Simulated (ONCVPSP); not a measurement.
# Ranking ONCV potentials for Al

All share these settings but for the change named:

aluminium, optimised norm-conserving Vanderbilt (ONCV), made with ONCVPSP 4.0.1 (Wu-Cohen, scalar-relativistic). Core [He], reference 2s2 2p6 3s2 (charge +1). Waves: 2s+3s: rc 1.20 bohr, ncon 4, nbas 9, qcut 12.8 1/bohr, 2 projectors; 2p: rc 0.95 bohr, ncon 3, nbas 7, qcut 11.5 1/bohr, 2 projectors, debl 2.6 Ha. Local part: polynomial inside 0.70 bohr (lpopt 5, dvloc0 0 Ha). Core correction: none.

In the p channel the program set the typed energies aside and used -2.867, 0.250 Ha.

Cutoff: the first of the cutoffs (Ha) at which the residual kinetic energy of the hardest occupied pseudo-wave falls to 1 and 0.1 mHa per electron; the density cutoff is not measured.

The base gives 63 Ha.

Of 9 variants that were run, those that failed, showed a ghost or another fault, or gave nearly equal values are left out.

A variant can come out equal or close to the base.

Rank these variants from softest to hardest (loose cutoff).
A. all radii scaled by about 1.25 (s 1.50, p 1.18 bohr); local potential polynomial inside 0.88 bohr (lpopt 5, dvloc0 0 Ha)
B. all radii scaled by about 0.97 (s 1.16, p 0.92 bohr); local potential polynomial inside 0.68 bohr (lpopt 5, dvloc0 0 Ha)
C. all radii scaled by about 0.85 (s 1.02, p 0.80 bohr); local potential polynomial inside 0.60 bohr (lpopt 5, dvloc0 0 Ha)
D. all radii scaled by about 0.91 (s 1.10, p 0.86 bohr); local potential polynomial inside 0.64 bohr (lpopt 5, dvloc0 0 Ha)

A (53 Ha), B (65 Ha), D (100 Ha), C (227 Ha).
